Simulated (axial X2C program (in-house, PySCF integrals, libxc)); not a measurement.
Spin–orbit effects along a row: molecules with H (ions), PBE0

Calculated with an in-house all-electron X2C program for linear molecules (integrals from PySCF), spin-free (one-electron X2C) or two-component (2c: spin–orbit coupling with atomic mean-field Coulomb and Gaunt terms, which also bring small scalar terms), in Dyall basis sets with cores contracted in-house; open shells are unrestricted.

Basis sets: As dyall-acv3z, Br dyall-acv3z, Co dyall-acv3z, Cu dyall-acv3z, Ge dyall-acv3z, H dyall-av3z, K dyall-acv3z, Ni dyall-av3z, Sc dyall-acv3z, Se dyall-acv3z, Zn dyall-acv3z.

```tsv
molecule	spin-free state	Re (Å)	ωe (cm⁻¹)	De (eV)	2c state	Re 2c (Å)	ωe 2c (cm⁻¹)	De 2c (eV)
KH⁻	M_S = 1/2, Λ = 0	2.366	797.2	1.52	Ω = 1/2	2.366	797.1	1.52
ScH⁻	M_S = 1/2, Λ = 2	1.930	1256.0	2.36	Ω = 3/2	1.930	1255.8	2.37
CoH⁻	M_S = 1/2, Λ = 2	1.573	1567.5	2.09	Ω = 9/2	1.586	1558.2	n/a
NiH⁻	M_S = 1, Λ = 2	1.524	1663.2	2.16	Ω = 3	1.523	1662.7	n/a
CuH⁻	M_S = 1/2, Λ = 0	1.523	1647.0	2.08	Ω = 1/2	1.523	1646.2	2.08
ZnH⁻	M_S = 0, Λ = 0	1.761	1065.5	1.13	Ω = 0	1.761	1064.7	1.13
GeH⁻	M_S = 1, Λ = 0	1.624	1706.8	2.75	Ω = 1	1.624	1705.4	2.74
AsH⁻	M_S = 1/2, Λ = 1	1.541	2057.4	3.01	Ω = 3/2	1.541	2051.4	n/a
SeH⁻	M_S = 0, Λ = 0	1.471	2373.1	3.52	Ω = 0	1.472	2367.7	3.48
HBr⁻	M_S = 1/2, Λ = 0	1.495	1443.2	0.31	Ω = 1/2	1.501	1392.2	0.30
```

Fragments in 2c: K + H-, Sc + H-, Co- + H, Ni- + H, Cu- + H, Zn + H-, Ge- + H, As- + H, Se- + H, Br- + H. Each entry is the lowest single determinant of a limited PBE0 search at one distance. De goes to single-determinant-based atoms at the same level (for ions the charge split of lowest energy) and is withheld (n/a) where an atom does not fit its ground term or J level. Main or longest-lived isotopes. One determinant is a doubtful description, or other states lie close, for KH⁻, ScH⁻, CoH⁻, NiH⁻, GeH⁻; these need not be ground states, and all values refer to the states named. Some open-shell Ω = 0 determinants are out of reach, so the Ω given for GeH⁻ need not be the lowest component. With several unpaired electrons the Ω given is that of one determinant, not necessarily of the lowest component. Some light 2c atoms are not at their ground J level, so De misses part of their lowering (0.04 eV or less). The functionals have no current term, which raises determinants with orbital currents. The lowest determinant changes configuration between the Hamiltonians for CoH⁻, so two states are compared there.
